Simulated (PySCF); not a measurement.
1,3-disilylpropan-2-ylsilane (C₃H₁₄Si₃), SMILES C(C(C[SiH3])[SiH3])[SiH3].

Coordinates come from a B3LYP-D3(BJ)/def2-SVP optimisation. Other conformers were not sampled.

Level of theory: B3LYP-D3(BJ)/def2-SVP run with PySCF.

Frequencies are harmonic and unscaled.

Computed vibrational spectrum:
| mode | ν (cm⁻¹) | IR (km/mol) | moving atoms (share of kinetic energy) |
|---|---|---|---|
| 1 | 50 | 0.7 | H 51 %, C 30 %, Si 18 % |
| 2 | 61 | 0.2 | Si 47 %, H 40 %, C 13 % |
| 3 | 113 | 0.1 | H 96 % |
| 4 | 121 | 0.5 | H 52 %, Si 28 %, C 21 % |
| 5 | 146 | 0.4 | H 62 %, Si 28 %, C 10 % |
| 6 | 154 | 0.0 | H 35 %, C 33 %, Si 32 % |
| 7 | 212 | 0.0 | H 70 %, Si 23 % |
| 8 | 233 | 0.7 | Si 42 %, H 32 %, C 26 % |
| 9 | 282 | 0.7 | H 37 %, C 31 %, Si 31 % |
| 10 | 334 | 0.0 | C 41 %, H 40 %, Si 19 % |
| 11 | 499 | 4.1 | H 78 %, Si 12 %, C 9 % |
| 12 | 513 | 4.3 | H 92 % |
| 13 | 528 | 1.1 | H 75 %, Si 14 %, C 11 % |
| 14 | 597 | 6.2 | H 68 %, Si 18 %, C 14 % |
| 15 | 639 | 56.4 | H 72 %, C 14 %, Si 14 % |
| 16 | 653 | 86.9 | H 71 %, Si 15 %, C 15 % |
| 17 | 688 | 43.7 | H 42 %, C 39 %, Si 19 % |
| 18 | 735 | 5.2 | C 43 %, H 42 %, Si 15 % |
| 19 | 771 | 4.0 | H 48 %, C 40 %, Si 12 % |
| 20 | 833 | 46.0 | H 54 %, C 40 % |
| 21 | 870 | 36.0 | H 59 %, C 34 % |
| 22 | 922 | 281.4 | H 90 %, Si 9 % |
| 23 | 929 | 371.4 | H 91 %, Si 9 % |
| 24 | 946 | 9.4 | H 94 % |
| 25 | 947 | 38.2 | H 95 % |
| 26 | 952 | 74.9 | H 97 % |
| 27 | 954 | 60.1 | H 96 % |
| 28 | 958 | 90.9 | H 96 % |
| 29 | 964 | 64.0 | H 97 % |
| 30 | 966 | 28.6 | H 92 % |
| 31 | 991 | 10.2 | C 61 %, H 38 % |
| 32 | 1061 | 4.0 | C 66 %, H 34 % |
| 33 | 1099 | 9.0 | H 94 % |
| 34 | 1137 | 20.2 | H 75 %, C 24 % |
| 35 | 1220 | 2.7 | H 74 %, C 25 % |
| 36 | 1248 | 6.1 | H 72 %, C 27 % |
| 37 | 1284 | 0.3 | H 68 %, C 32 % |
| 38 | 1332 | 2.0 | H 78 %, C 22 % |
| 39 | 1426 | 5.4 | H 92 %, C 8 % |
| 40 | 1435 | 3.5 | H 92 % |
| 41 | 2210 | 88.3 | H 97 % |
| 42 | 2211 | 36.9 | H 98 % |
| 43 | 2215 | 43.2 | H 98 % |
| 44 | 2217 | 28.4 | H 96 % |
| 45 | 2217 | 219.5 | H 96 % |
| 46 | 2219 | 81.9 | H 97 % |
| 47 | 2220 | 225.6 | H 97 % |
| 48 | 2221 | 77.3 | H 96 % |
| 49 | 2230 | 137.4 | H 97 % |
| 50 | 3005 | 1.6 | H 93 % |
| 51 | 3011 | 15.8 | H 94 % |
| 52 | 3017 | 13.5 | H 94 % |
| 53 | 3056 | 8.7 | H 91 %, C 9 % |
| 54 | 3065 | 11.2 | H 91 %, C 9 % |
